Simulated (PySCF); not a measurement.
C₂H₄F₂, SMILES CC(F)F.

Coordinates come from a PBE0-D3(BJ)/def2-SVP optimisation.

Level of theory: B3LYP/def2-TZVPD (PySCF).

Gas-phase values at a fixed geometry.

```yaml
total_energy: -278.43736 hartree
point_group: Cs
highest_occupied_level: -9.44 eV
lowest_empty_level: 0.09 eV
orbital_gap: 9.53 eV
dipole_moment: 2.19 D
quadrupole, principal values (traceless, Buckingham form, about the centre of nuclear charge): -3.11, 0.31, 2.81 D·Å
mean_static_polarisability: 30.0 bohr³ (4.45 Å³)
polarisability_principal_values: 29.0, 29.9, 31.3 bohr³
```
